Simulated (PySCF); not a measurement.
## C²⁺ (carbon, charge +2) across methods

[He] 2s2, closed-shell 1S. Computed with PySCF 2.14 in dyall-av3z (15s9p3d2f, 71 functions), with the non-relativistic Hamiltonian (point nucleus).

| method | E (hartree) | mean ε 1s (eV) | mean ε 2s (eV) | Σ⟨r²⟩ (bohr²) | ⟨S²⟩ |
| --- | --- | --- | --- | --- | --- |
| UHF | -36.40841 | -344.24 | -46.098 | 4.624 | 0.000 |
| PBE | -36.4610 | -308.42 | -40.362 | 4.571 | 0.000 |
| BHandHLYP | -36.5179 | -327.23 | -43.615 | 4.597 | 0.000 |
| B97-3 | -36.5157 | -318.49 | -42.229 | 4.547 | 0.000 |
| r2SCAN | -36.4870 | -312.32 | -40.666 | 4.591 | 0.000 |
| M06-L | -36.5163 | -312.49 | -40.789 | 4.530 | 0.000 |
| LDA | -36.1300 | -305.86 | -40.157 | 4.609 | 0.000 |
| PBE0 | -36.4714 | -317.54 | -42.039 | 4.573 | 0.000 |

**Question.** Estimate the same row for PW91.

**Answer.** E (hartree) = -36.4881; mean ε 1s (eV) = -308.80; mean ε 2s (eV) = -40.424; Σ⟨r²⟩ (bohr²) = 4.572; ⟨S²⟩ = 0.000.
